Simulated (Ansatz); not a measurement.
Consider the cleavage of the Si–Si bond: `FC[SiH]([SiH3])S` + HCl → `FC[SiH](S)Cl` + SiH₄.

Computed with Ansatz on PBE0-D4/def2-TZVP structures; ΔE is electronic, products minus reactants. CCSD(T)/CBS is the MP2 limit (def2-TZVPP, def2-QZVPP) plus CCSD(T) − MP2 in def2-TZVPP, frozen cores. This one scheme is used for every species. DFT in def2-TZVPP. B3LYP here is the variant with VWN-RPA as its local correlation; programs differ in this. One conformer a species, not always the lowest.

`FC[SiH]([SiH3])S`:

Z-matrix (Å, degrees):
```
C
Si 1 1.899
F 1 1.391 2 109.3
H 1 1.095 2 111.6 3 -119.7
H 1 1.095 2 111.1 3 119.5
S 2 2.149 1 103.7 3 -176.4
Si 2 2.339 1 111.2 3 -57.7
H 2 1.489 1 109.0 3 65.2
H 6 1.343 2 94.6 1 171.5
H 7 1.487 2 109.3 1 -49.6
H 7 1.489 2 108.7 1 -168.2
H 7 1.487 2 111.6 1 71.7
```

HCl:

Cartesian coordinates in Å:
```
Cl 0.058 -0.240 -0.590
H -0.058 0.240 0.590
```

`FC[SiH](S)Cl`:

Cartesian coordinates in Å:
```
F 2.283 -0.450 -0.276
C 1.131 0.217 -0.658
Si -0.322 -0.305 0.426
S -1.967 0.838 -0.285
Cl 0.128 0.081 2.388
H 0.921 -0.019 -1.707
H 1.308 1.295 -0.581
H -0.603 -1.753 0.331
H -2.880 0.094 0.363
```

SiH₄:

Cartesian coordinates in Å:
```
Si 0.000 0.000 0.000
H -0.202 0.334 1.432
H -1.306 -0.341 -0.618
H 0.919 -1.161 -0.112
H 0.589 1.168 -0.702
```

Question: Is it downhill or uphill in electronic energy at CCSD(T)/CBS, and by how much? (An estimate is asked.)

Answer: The calculation gave: Downhill: ΔE = -1.03 eV.

Question: What do these levels give: PBE0-D4, ωB97X-V, B2PLYP, PBE, B3LYP, HF/def2-TZVPP, MP2/def2-TZVPP, CCSD/def2-TZVPP, CCSD(T)/def2-TZVPP, HF/def2-QZVPP, HF/CBS(def2), MP2/CBS(def2)? (Estimate.)

Answer: The calculation gave: PBE0-D4 -0.95, ωB97X-V -1.04, B2PLYP -1.09, PBE -0.92, B3LYP -1.07, HF/def2-TZVPP -1.21, MP2/def2-TZVPP -1.11, CCSD/def2-TZVPP -1.03, CCSD(T)/def2-TZVPP -1.01, HF/def2-QZVPP -1.22, HF/CBS(def2) -1.22, MP2/CBS(def2) -1.13 eV.

Largest T1 diagnostic among the species: 0.012.

The D4 term adds +0.03 eV with B3LYP and +0.02 eV with PBE0; it sums over pairs of atoms, weighted by their polarisabilities, and B3LYP, whose exchange is more repulsive, gets the larger term. In def2-TZVPP, CCSD(T) changes the Hartree–Fock value by +0.20 eV (the triples alone add +0.02 eV) and MP2 by +0.10 eV.
